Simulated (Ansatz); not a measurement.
Ansatz results at the PBE0-D4/def2-TZVP geometry: HOMO–LUMO gap (PBE0/def2-TZVPP) 8.66 eV; LUMO energy (PBE0/def2-TZVPP) 0.72 eV; HOMO energy (PBE/def2-TZVPP) -6.46 eV.

Each molecule was computed in one conformer, which needn't be the lowest.

Q: Which molecule gave them?
A. `N[CH](F)[GeH3]`
B. `CC(O)(F)C=N`
C. `OC#C[SiH3]`
D. `[Cl][Al]1[CH2]C[SiH2]1`

A: A. The others give `CC(O)(F)C=N`: 7.16, -0.68, -6.27; `OC#C[SiH3]`: 7.47, 0.12, -6.09; `[Cl][Al]1[CH2]C[SiH2]1`: 5.37, -1.62, -5.94.
